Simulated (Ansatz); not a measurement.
`OC([SiH3])[TeH]` + `NC(N)S` → `NC(S)N[SiH3]` + `OC[TeH]`  (ligand exchange at the Si–C bond)

Computed with Ansatz on PBE0-D4/def2-TZVP structures; ΔE is electronic, products minus reactants. CCSD(T)/CBS is the MP2 limit (def2-TZVPP, def2-QZVPP) plus CCSD(T) − MP2 in def2-TZVPP, frozen cores. DFT in def2-TZVPP. Elements past krypton have def2 core potentials. For Te outer-core shells are correlated without core-valence functions, which leaves a few kJ/mol of doubt a bond. Each species was taken in one conformer, which may not be the lowest.

`OC([SiH3])[TeH]`:

Cartesian coordinates in Å:
```
O 0.751 -0.451 -1.469
C -0.115 0.015 -0.477
Si 0.226 -0.892 1.145
Te 0.094 2.158 -0.070
H 0.623 0.063 -2.273
H -1.172 -0.078 -0.753
H -0.892 -0.604 2.078
H 1.505 -0.403 1.721
H 0.321 -2.356 0.904
H -1.341 2.548 -0.806
```

`NC(N)S`:

```xyz
10

N     1.075   -0.417    0.316
C    -0.320   -0.265    0.010
N    -0.597   -0.047   -1.381
S    -1.175    1.150    0.846
H     1.222   -0.741    1.264
H     1.571    0.459    0.200
H    -0.827   -1.179    0.325
H    -0.202    0.835   -1.687
H    -0.175   -0.788   -1.927
H    -0.573    0.994    2.035
```

`NC(S)N[SiH3]`:

```xyz
13

N    -0.417    1.064   -1.647
C    -0.525    0.508   -0.322
S    -0.589    1.905    0.889
N     0.524   -0.437   -0.145
Si    0.544   -1.616    1.118
H    -1.120    1.775   -1.801
H    -0.518    0.331   -2.339
H    -1.477   -0.004   -0.112
H     0.537    2.490    0.448
H     1.405   -0.072   -0.482
H    -0.775   -2.301    1.106
H     0.770   -1.077    2.488
H     1.640   -2.566    0.799
```

`OC[TeH]`:

Cartesian coordinates in Å:
```
O -1.103 -0.590 0.793
C 0.076 -0.581 0.062
Te 1.301 1.205 0.300
H -1.633 0.172 0.544
H -0.072 -0.686 -1.016
H 0.692 -1.404 0.421
H 0.740 1.885 -1.104
```

```tsv
level	ΔE (kcal/mol)
PBE-D4	-12.7
B2PLYP	-15.0
PBE0	-13.7
MP2/def2-QZVPP	-14.4
```

Question: What does CCSD(T)/CBS give? (Best estimate.)

Answer: Ansatz gave: -13.9 kcal/mol. The listed levels differ from it by 1.2, -1.1, 0.2, -0.5 kcal/mol.

Largest T1 diagnostic among the species: 0.012.

From PBE to PBE0 (25 % exact exchange), in def2-TZVPP and without D4, ΔE moves by −0.8 kcal/mol. In def2-TZVPP, CCSD(T) changes the Hartree–Fock value by +3.0 kcal/mol (the triples alone add +0.5 kcal/mol) and MP2 by +2.7 kcal/mol.
